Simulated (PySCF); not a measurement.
Species: C3H9FGe.
Bonds: C1–C2, C2–C3, C2–F4, C2–Ge5. Hydrogens: H6, H7, H8 on C1; H9, H10, H11 on C3; H12, H13, H14 on Ge5.

Level of theory: core-valence-separated Tamm–Dancoff BHandHLYP/aug-pcX-1 (pcseg-1 on H, def2-SVPD on Ge) in PySCF, non-relativistic, gas phase, PBE0-D3(BJ)/def2-SVP geometry. BHandHLYP without relativity tends to put these K edges a few eV too low, so spacings mean more than positions.

**Question.** What does the C 1s absorption edge look like?

**Answer.** 
```
E (eV)       f  core hole on          main final orbital
285.53  0.0225         C1/C3    LUMO (2 roots, f summed)
286.23  0.0518         C1/C3  LUMO+2 (2 roots, f summed)
286.37  0.0636         C1/C3  spread (2 roots, f summed)
286.81  0.0670            C2                      spread
286.91  0.0138         C1/C3  LUMO+1 (2 roots, f summed)
287.22  0.0080         C1/C3    LUMO (2 roots, f summed)
287.32  0.0027         C1/C3  spread (2 roots, f summed)
287.49  0.0008         C1/C3  LUMO+3 (2 roots, f summed)
```

The first line with a tenth or more of the strongest one's intensity is at 285.53 eV (f = 0.022, sum of 2), with the hole on C1/C3 (methyl carbon). The strongest listed is at 286.81 eV (f = 0.067; C2).

**Question.** Give energies, oscillator strengths and core holes at the F K edge.

**Answer.** 
| E (eV) | f | core hole on | main final orbital |
| --- | --- | --- | --- |
| 685.06 | 0.0334 | F4 | spread |
| 686.33 | 0.0050 | F4 | LUMO (43 %) |
| 686.95 | 0.0026 | F4 | LUMO+2 (41 %) |
| 687.11 | 0.0024 | F4 | LUMO+1 (84 %) |
| 687.21 | 0.0035 | F4 | LUMO+3 (71 %) |
| 687.37 | 0.0016 | F4 | LUMO+2 (32 %) |
| 687.78 | 0.0014 | F4 | LUMO+6 (73 %) |

The first line with a tenth or more of the strongest one's intensity is at 685.06 eV (f = 0.033), with the hole on F4 (alkyl fluorine). It is also the strongest listed.

Roots within 0.03 eV whose holes lie on the same, on equivalent or on shared atoms are summed into one line, and the highest roots are left out, as the search may have cut off their partners. Final orbitals are the ground state's empty Kohn–Sham orbitals.

**Question.** What length of transition dipole belongs to the line at 286.81 eV?

**Answer.** From f = (2/3) ΔE |μ|² in atomic units, with ΔE = 10.540 Eh and f = 0.0670: |μ| = 0.098 au = 0.25 D.

Only the lowest roots of each edge were sought. Relativistic effects, spin–orbit coupling among them, are left out although an element past zinc is present.
